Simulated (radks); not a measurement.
The numbers below are computed, except where a source is named.
Coulomb parameter of the 5d shell of the mercury ion Hg2+ in the model configuration [Xe] 4f14 5d8 6p2, as a second difference U = [E(n + 1) + E(n - 1) - 2 E(n)] / (1)^2 with all orbitals relaxed. "Bare": the charge of the atom changes with n. "Screened": the 6p shell takes up the change at fixed total charge, which measures U(5d,5d) + U(6p,6p) - 2 U(5d,6p). Level of theory: scalar-relativistic Kohn-Sham, SCAN, spin-unpolarised, spherical densities, finite nucleus; meta-GGA in the generalised Kohn-Sham scheme; Fermi nuclear charge, rms radius 5.4648 fm (a radial shooting solver on a logarithmic mesh with Libxc functionals).

case,configuration,E - E(n) (eV)
start,[Xe] 4f14 5d8 6p2,0.000
bare +1,[Xe] 4f14 5d9 6p2,-31.447
bare -1,[Xe] 4f14 5d7 6p2,44.809
screened +1,[Xe] 4f14 5d9 6p1,-18.419
screened -1,[Xe] 4f14 5d7 6p3,20.896

U(bare) = 13.361 eV, U(screened by 6p) = 2.477 eV, against the Slater integral F0(5d,5d) = 18.048 eV with frozen orbitals.
